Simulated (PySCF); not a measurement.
# HSE06 on Sb⁻ (antimony, charge -1)

Configuration: [Kr] 4d10 5s2 5p4, high-spin 3P determinant. Computed with PySCF 2.14 in aug-cc-pwCVDZ-PP with ECP28MDF (6s5p4d1f, 48 functions), with scalar relativity through the core potential.

```
Total energy                                                  : -240.2502 hartree
One-electron energy                                           : -425.1477 hartree
Hartree (Coulomb) energy                                      : 204.4200 hartree
Exchange-correlation energy                                   : -19.5225 hartree
⟨S²⟩                                                          : 2.0050
⟨L²⟩                                                          : 2.025
Sum of ⟨r⟩                                                    : 35.04 bohr
Sum of ⟨r²⟩                                                   : 84.35 bohr²
Traceless quadrupole moment −½Σ⟨3z² − r²⟩ along its main axis : -6.78 e·bohr²
```

| shell | electrons | mean orbital energy (hartree) | spread (hartree) | rms radius, mean of both spins (bohr) |
| --- | --- | --- | --- | --- |
| 4s α | 1 | -5.51676 | 0 | 0.847 |
| 4s β | 1 | -5.51221 | 0 | 0.847 |
| 4p α | 3 | -3.73397 | 0.01264 | 0.917 |
| 4p β | 3 | -3.72931 | 0.00773 | 0.917 |
| 4d α | 5 | -1.07057 | 0.01467 | 1.12 |
| 4d β | 5 | -1.06415 | 0.00955 | 1.12 |
| 5s α | 1 | -0.30064 | 0 | 2.46 |
| 5s β | 1 | -0.24250 | 0 | 2.46 |
| 5p α | 3 | 0.00274 | 0.03011 | 3.65 |
| 5p β | 1 | 0.04202 | 0 | 3.65 |

Energies and moments cover only the electrons outside the core potential. At HSE06 the highest occupied level has a positive energy, so only the finite basis holds that electron; in a semilocal or global hybrid functional this comes from self-interaction and does not mean that the real anion is unbound.
